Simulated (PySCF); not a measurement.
## From computed data to an observable: oscillator strength and radiative lifetime

C2H3ClF2O2Si, SMILES Cl[Si](OC(C)=O)(F)F.

Coordinates come from a ωB97X-D3(BJ)/def2-SVP optimisation. The values are those of a single conformer.

TDA-PBE/def2-SVPD (PySCF) puts the first singlet state with f over 0.02 at 6.25 eV (vertical), with the transition dipole (-0.436, 0.090, -0.069) in atomic units.

**Question.** Find the oscillator strength, the wavelength and the radiative lifetime that this transition would have in vacuum if emission retraced absorption.

**Answer.** 
|μ|² = 0.2030 au, so |μ| = 1.15 D. ΔE = 6.25/27.211 = 0.2297 hartree. f = (2/3) ΔE |μ|² = 0.031 (the program prints 0.031).
λ = 1239.84/6.25 = 198 nm; ν = 50410 cm⁻¹.
Einstein's coefficient A = 0.6670 ν² f s⁻¹ (ν in cm⁻¹) = 5.3e7 s⁻¹, so τ = 1/A = 19 ns. This state is S2; the lower singlet has f = 0.001. The figure is the radiative limit of this one transition; relaxation, internal conversion, crossing to triplets and a medium change what is measured.
